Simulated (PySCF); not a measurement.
# Working out the ionisation energy of Sc

Sc [Ar] 3d1 4s2 (2D) → Sc⁺ [Ar] 3d1 4s1 (3D). Calculation: PySCF 2.14, in jorge-DZP-DKH; the spin-free X2C one-electron Hamiltonian (Gaussian nucleus). Frozen: [Ar]. Energies in hartree (1 hartree = 27.21139 eV):

```
             part   Sc (lower)  Sc⁺ (upper)
              UHF  -763.263574  -763.066414
MP2 opposite-spin    -0.022540     0.000000
    MP2 same-spin    -0.002007    -0.001917
```

**Question.** What does Hartree-Fock give?

**Answer.** (-763.066414) − (-763.263574) = 0.197160 hartree = 5.365 eV.

**Question.** What do MP2 and SCS-MP2 (6/5 opposite-spin, 1/3 same-spin) give?

**Answer.** The opposite-spin parts differ by 0.613 eV and the same-spin parts by 0.002 eV. MP2: 5.365 + (0.613) + (0.002) = 5.980 eV. SCS-MP2: 5.365 + 1.2 × (0.613) + (0.002)/3 = 6.101 eV.

Measured between the centres of the two terms (NIST): 6.562 eV, so MP2 (valence) is off by -0.582 eV.

A double-zeta basis recovers only part of the correlation energy.

What remains against the reference includes basis incompleteness, the frozen core and correlation beyond second order.
